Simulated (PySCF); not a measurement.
A structure optimised at PBE-D3(BJ)/def2-SVP, used in a PySCF frequency run:

```xyz
12

C     -1.2567     2.1308     0.0000
C     -0.3821     1.2666     0.0000
B      0.6499     0.1282     0.0000
F      1.9519     0.4662     0.0000
C      0.2697    -1.3972     0.0000
C     -1.2195    -1.7531     0.0000
H     -2.0165     2.9019     0.0000
H      0.7928    -1.8505     0.8753
H      0.7928    -1.8505    -0.8753
H     -1.7340    -1.3362    -0.8894
H     -1.3862    -2.8491     0.0000
H     -1.7340    -1.3362     0.8894
```

Question: Write its SMILES, formula and point group.

Answer: C#CB(F)CC, C4H6BF, Cs

Question: What are its rotational constants (standard atomic weights)?

Answer: 3.8228, 3.0040, 1.7180 GHz
